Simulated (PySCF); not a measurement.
## Computed spin Hamiltonian

Species: C5H8NO2 (doublet state).
Numbering: `[CH2:1][C@H:2]([CH:3]=[O:4])[C:5](=[O:6])[NH:7][CH3:8]` (hydrogens: H9, H10 on C1; H11 on C2; H12 on C3; H13 on N7; H14, H15, H16 on C8)

Cartesian coordinates in Å at the GFN2-xTB level; atoms count from 1:
```xyz
16
C5H8NO2 angstrom
C     -1.5563    0.0983    1.6507
C     -1.2900    0.5913    0.3030
C     -1.7085   -0.3574   -0.7917
O     -2.1922   -0.0312   -1.8352
C      0.2600    0.7883    0.0769
O      0.7113    1.8566   -0.2413
N      0.9760   -0.3248    0.2922
C      2.4150   -0.3603    0.1671
H     -1.7933    0.7829    2.4385
H     -1.4446   -0.9417    1.8937
H     -1.7268    1.5779    0.1280
H     -1.5129   -1.4237   -0.5550
H      0.5162   -1.1660    0.6007
H      2.8790   -0.5829    1.1294
H      2.7140   -1.1169   -0.5594
H      2.7455    0.6185   -0.1741
```

The hyperfine couplings belong to this conformer and change with its torsions.

Theory: UKS B3LYP, pcH-1 on C H N O, non-relativistic, mean-field spin-orbit, GIAO in PySCF. The structure is a single GFN2-xTB conformer in the gas phase; no vibrational or solvent corrections. Couplings are sensitive to structure, and on GFN2-xTB geometries they can be far from those on DFT ones. No stability test was run, so a lower SCF solution isn't excluded.

* g1, g2, g3: 2.00209, 2.00252, 2.00308
* g_iso: 2.00256
* Form of g: rhombic: the two nearest values differ by 44 % of g3 − g1
* ⟨S²⟩: 0.7544 (exact 0.7500)
* α and β electrons: 31, 30
* HOMO–LUMO gap, α and β orbitals: 4.72, 4.93 eV
* Total energy: -400.51020 Eh

Isotropic coupling and dipolar principal values T1 to T3, in 10⁻⁴ cm⁻¹; ρ(0) is the spin density at the nucleus (1 × 10⁻⁴ cm⁻¹ = 2.998 MHz):

```tsv
atom	isotope	a_iso	T1	T2	T3	Mulliken spin population	ρ(0) (bohr⁻³)
C1	13C	28.6	-26.2	-26.0	52.2	1.03	0.0763
C2	13C	-11.3	-1.0	0.4	0.6	-0.09	-0.0300
C3	13C	11.5	-1.1	-0.8	1.9	0.02	0.0306
O4	17O	-0.4	-2.0	0.4	1.6	0.00	0.0019
C5	13C	33.6	-2.8	-2.4	5.1	0.06	0.0897
O6	17O	-1.0	-4.3	1.6	2.6	0.03	0.0052
N7	14N	0.1	-0.5	-0.3	0.7	0.01	0.0010
C8	13C	-0.2	-0.2	-0.1	0.3	0.00	-0.0004
H9	1H	-20.9	-12.7	-0.1	12.7	-0.04	-0.0140
H10	1H	-20.2	-12.6	0.0	12.7	-0.04	-0.0135
H11	1H	7.5	-1.5	-1.3	2.8	0.01	0.0050
H12	1H	0.9	-1.1	-0.9	2.0	0.00	0.0006
H13	1H	-0.6	-1.5	-0.6	2.0	0.00	-0.0004
H14	1H	1.1	-0.4	-0.3	0.6	0.00	0.0008
H15	1H	0.1	-0.3	-0.3	0.6	0.00	0.0000
H16	1H	0.2	-0.4	-0.3	0.7	0.00	0.0001
```

The largest Mulliken spin populations are on C1 (+1.03) and C2 (-0.09). No atom but C1 exceeds +0.15. The positive populations add up to 1.17 and the negative ones to -0.17, together 2S = 1. The angles at C1 add up to 359.8°, so it is planar; its axial dipolar tensor and the negative couplings of its protons fit spin in a p orbital normal to that plane.

Axes: g3 points within 15° of the C1–H9 bond.

Under fast tumbling the dipolar parts average out, and these isotropic splittings remain: 2 × 1H (H9/H10, I = 1/2, 3 lines) with 2.20 mT, 1 × 1H (H11, I = 1/2, 2 lines) with 0.80 mT, 1 × 1H (H12, I = 1/2, 2 lines) with 0.09 mT, 1 × 1H (H13, I = 1/2, 2 lines) with 0.07 mT and 3 × 1H (H14/H15/H16, I = 1/2, 4 lines) with 0.05 mT.

Means are taken over nuclei equivalent by connectivity, which assumes that they swap fast.

The 13C coupling of C5 (100.9 MHz) shows only in satellite lines or after enrichment, since that isotope makes up about 1.07 % of natural carbon.

Time: 1.9 min of wall time (with the writing of density and orbital grids); peak memory 0.97 GiB. Hardware: one thread of an Arm Neoverse N1, on a shared host.
